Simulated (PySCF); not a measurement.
C7H15F.
SMILES with atom numbers: `[CH3:1][CH2:2][CH:3]([CH2:4][CH3:5])[C@@H:6]([CH3:7])[F:8]` (hydrogens: H9, H10, H11 on C1; H12, H13 on C2; H14 on C3; H15, H16 on C4; H17, H18, H19 on C5; H20 on C6; H21, H22, H23 on C7)

Method: PBE0-D3(BJ)/def2-SVP geometry optimisation, gas phase (PySCF); density fitting, grid level 1; the optimiser is geomeTRIC in internal coordinates, started from a GFN2-xTB structure with every atom displaced at random (about 0.01 Å).

Step 0: E = -10202.3969 eV
```
atom  x, y, z in Å  |  force x, y, z in eV/Å
C1     -2.2144   -0.6151    0.0349   -0.419   1.515  -0.215
C2     -0.9318   -0.6562   -0.7507    0.031   0.301   0.787
C3      0.2907   -0.3402    0.0975    1.111   0.098  -0.157
C4      0.3096    1.0619    0.7281   -2.512  -0.191  -0.622
C5      0.2450    2.2085   -0.2741    0.324   0.235   1.236
C6      1.5747   -0.5674   -0.7318    0.147  -0.689   0.756
C7      2.8917   -0.3162    0.0108   -0.863   0.232  -1.644
F8      1.5989   -1.8984   -1.1379   -0.158  -0.059  -0.004
H9     -3.0519   -0.9531   -0.5644   -0.449  -0.313  -0.297
H10    -2.1781   -1.2054    0.9368    0.106  -0.513   0.623
H11    -2.4798    0.4282    0.3341    0.148  -0.438  -0.016
H12    -0.9662    0.0352   -1.5901   -0.126   0.273  -0.454
H13    -0.8353   -1.6480   -1.1612    0.364  -0.695  -0.377
H14     0.3229   -1.0607    0.9352    0.080  -0.096  -0.059
H15     1.1379    1.1658    1.3871    1.102   0.125   0.761
H16    -0.6070    1.1380    1.3762    0.631  -0.059  -0.236
H17     0.2165    3.1720    0.2707    0.032  -0.131  -0.180
H18    -0.6371    2.1683   -0.8970   -0.482  -0.096  -0.443
H19     1.1329    2.2083   -0.8899    0.476   0.161  -0.602
H20     1.5188    0.0120   -1.6572    0.077   0.351  -0.243
H21     3.0230    0.7524    0.1362    0.322   0.485   0.142
H22     3.7144   -0.7375   -0.5799    0.074   0.110  -0.054
H23     2.8768   -0.7936    0.9592   -0.016  -0.607   1.298
```

Step 1: E = -10202.5826 eV
```
atom  x, y, z in Å  |  force x, y, z in eV/Å
C1     -2.2415   -0.6193    0.0448   -0.009  -0.170   0.097
C2     -0.9315   -0.6601   -0.7203    0.087  -0.098  -0.195
C3      0.3183   -0.3239    0.1005   -0.190  -0.052   0.045
C4      0.2721    1.0812    0.7125    0.419   0.005   0.317
C5      0.2710    2.2386   -0.2717   -0.044   0.014  -0.183
C6      1.5704   -0.5849   -0.7317   -0.037   0.216  -0.133
C7      2.8739   -0.3377   -0.0122   -0.047  -0.135   0.314
F8      1.5464   -1.9083   -1.1453    0.030  -0.024   0.021
H9     -3.0778   -0.9663   -0.5833    0.044   0.020   0.032
H10    -2.2062   -1.2688    0.9386   -0.002   0.048  -0.087
H11    -2.4889    0.3938    0.3876   -0.049   0.102   0.034
H12    -0.9899    0.0262   -1.5854    0.006  -0.033   0.013
H13    -0.7806   -1.6648   -1.1516   -0.043   0.089   0.055
H14     0.3662   -1.0431    0.9416   -0.005   0.015  -0.020
H15     1.1243    1.1969    1.4189   -0.229  -0.032  -0.222
H16    -0.6223    1.1521    1.3501   -0.045  -0.031   0.005
H17     0.2042    3.2004    0.2562   -0.015   0.033   0.025
H18    -0.5889    2.1831   -0.9616    0.082   0.032   0.040
H19     1.1859    2.2740   -0.8881   -0.059  -0.032   0.039
H20     1.5289    0.0290   -1.6546    0.022  -0.064   0.065
H21     3.0214    0.7329    0.1873    0.024   0.001  -0.027
H22     3.7146   -0.7005   -0.6190    0.012   0.002  -0.015
H23     2.8821   -0.8721    0.9592    0.048   0.094  -0.221
```

Q: Estimate the geometry and energy of step 2. (The exact step hangs on the optimiser's Hessian estimate; all steps are aligned on step 1, rigid shifts and turns removed.)

A: E = -10202.5894 eV, largest force 0.113 eV/Å
```
atom  x, y, z in Å  |  force x, y, z in eV/Å
C1     -2.2427   -0.6237    0.0498   -0.009   0.000   0.032
C2     -0.9375   -0.6618   -0.7269    0.043   0.017  -0.038
C3      0.3104   -0.3240    0.0967   -0.054  -0.025  -0.022
C4      0.2757    1.0796    0.7122    0.061   0.019   0.093
C5      0.2774    2.2369   -0.2770   -0.018   0.011  -0.019
C6      1.5683   -0.5744   -0.7315    0.004   0.055   0.010
C7      2.8697   -0.3340   -0.0023   -0.020  -0.009   0.073
F8      1.5535   -1.8972   -1.1488    0.000  -0.037  -0.017
H9     -3.0809   -0.9731   -0.5715   -0.006   0.003   0.000
H10    -2.1985   -1.2734    0.9396    0.007   0.001  -0.011
H11    -2.4952    0.3909    0.3964    0.001  -0.011  -0.008
H12    -0.9995    0.0219   -1.5928   -0.002  -0.005   0.006
H13    -0.7910   -1.6652   -1.1548    0.000  -0.001   0.020
H14     0.3574   -1.0452    0.9350    0.006  -0.002  -0.008
H15     1.1259    1.1894    1.4085   -0.037  -0.007  -0.055
H16    -0.6185    1.1514    1.3521   -0.009   0.002  -0.012
H17     0.2190    3.2014    0.2495    0.000  -0.003   0.004
H18    -0.5804    2.1900   -0.9661    0.004  -0.002   0.007
H19     1.1903    2.2598   -0.8934   -0.003  -0.005   0.008
H20     1.5335    0.0408   -1.6504    0.008  -0.014   0.008
H21     3.0214    0.7350    0.2029    0.020   0.002  -0.016
H22     3.7104   -0.6921   -0.6128    0.002   0.007  -0.014
H23     2.8833   -0.8746    0.9582    0.004   0.003  -0.042
```

The energy changes by -0.0068 eV. The first-order estimate −F·Δx gives -0.0126 eV and the mean of the old and new forces, exact on a quadratic surface, -0.0072 eV. The step makes an angle of 76° with the force vector and moves no atom by more than 0.016 Å.

What follows is the cost of the whole optimisation. On one thread, Arm Neoverse N1 (aarch64), no GPU, shared host, this took 4.5 min of wall time and 0.86 GiB of memory at its peak.
